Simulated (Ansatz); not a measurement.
Reactions of C$_{2}$H$_{5}$ClSi$_{2}$ (`[SiH3][Si]1(Cl)C=C1`).

Program: Ansatz. Geometries: PBE0-D4/def2-TZVP. ΔE: electronic, gas phase. CCSD(T)/CBS is the MP2 limit (def2-TZVPP, def2-QZVPP) plus CCSD(T) − MP2 in def2-TZVPP, frozen cores. This one scheme is used for every species, atoms too. Functionals use def2-TZVPP. No spin–orbit coupling; open shells (•) take unrestricted orbitals. Spin–orbit coupling would lower the free atoms: a little for C, Cl, Si. For Ge outer-core shells are correlated without core-valence functions, so the limit isn't a true one: a few kJ/mol of doubt a bond, and 10 to 20 or more in all where bonds break to atoms. Scalar relativity is left out up to krypton. Each species was taken in one conformer, which may not be the lowest.

```tsv
reaction	B2PLYP (kcal/mol)	CCSD(T)/CBS(def2) (kcal/mol)
`[SiH3][Si]1(Cl)C=C1` + `[NH2][Ge][OH]` → `[NH2][Ge][O][SiH3]` + `Cl[SiH]1C=C1`	-24.4	-23.3
`[SiH3][Si]1(Cl)C=C1` → `C#C[SiH]([SiH3])Cl`	-5.8	-4.8
`[SiH3][Si]1(Cl)C=C1` → `Cl[SiH]1C=C1` + `[SiH2]`	56.9	58.4
`[SiH3][Si]1(Cl)C=C1` + `[AlH2][SH]` → `[AlH2][S][SiH3]` + `Cl[SiH]1C=C1`	-12.3	-12.5
`[SiH3][Si]1(Cl)C=C1` + `OC(S)S` → `OC(S)S[SiH3]` + `Cl[SiH]1C=C1`	-12.1	-12.2
`[SiH3][Si]1(Cl)C=C1` + `CC(=N)[SiH3]` → `C/C([SiH3])=N\[SiH3]` + `Cl[SiH]1C=C1`	-5.0	-3.8
`[SiH3][Si]1(Cl)C=C1` + H₂ → `Cl[SiH]1C=C1` + SiH₄	-4.7	-2.8
`[SiH3][Si]1(Cl)C=C1` → 2 C• + Cl• + 5 H• + 2 Si•	832.6	844.8
`[SiH3][Si]1(Cl)C=C1` + `N[SiH2]O[SiH3]` → `[SiH3]N[SiH2]O[SiH3]` + `Cl[SiH]1C=C1`	-11.0	-11.3
`[SiH3][Si]1(Cl)C=C1` + `[NH2][Al]([NH2])[OH]` → `[NH2][Al]([NH2])[O][SiH3]` + `Cl[SiH]1C=C1`	-26.5	-25.0
```

Largest T1 diagnostic: 0.014, for `[SiH2]`.
